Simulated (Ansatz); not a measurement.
`O[SiH2]PS` → `OP([SiH3])S`  (isomerisation)

Program: Ansatz. Geometries: PBE0-D4/def2-TZVP. ΔE: electronic, gas phase. CCSD(T)/CBS is the MP2 limit (def2-TZVPP, def2-QZVPP) plus CCSD(T) − MP2 in def2-TZVPP, frozen cores. Functionals use def2-TZVPP. Each species was taken in one conformer, which may not be the lowest.

Q: Is it downhill or uphill in electronic energy at CCSD(T)/CBS, and by how much? (An estimate is asked.)

A: Ansatz gave: Uphill: ΔE = +21.9 kcal/mol.

Q: What do these levels give: PBE-D4, CAM-B3LYP-D4, LC-ωPBE, CCSD(T)/def2-SVP, SCS-MP2/def2-TZVPP, SCS-MP2/def2-QZVPP? (Estimate.)

A: The calculation gave: PBE-D4 18.3, CAM-B3LYP-D4 21.0, LC-ωPBE 21.2, CCSD(T)/def2-SVP 22.8, SCS-MP2/def2-TZVPP 22.7, SCS-MP2/def2-QZVPP 22.6 kcal/mol.

Largest T1 diagnostic among the species: 0.014.

From r2SCAN to r2SCAN0 (25 % exact exchange), in def2-TZVPP and without D4, ΔE moves by +1.1 kcal/mol. Leaving LDA and LC-ωPBE aside and taking each functional with its dispersion term where it has one, the values, not all of them listed here, spread over 4.0 kcal/mol, from revPBE-D4 to BHLYP-D4. At CCSD(T), def2-SVP lies +0.8 kcal/mol from the extrapolated value and def2-TZVPP +0.2 kcal/mol.
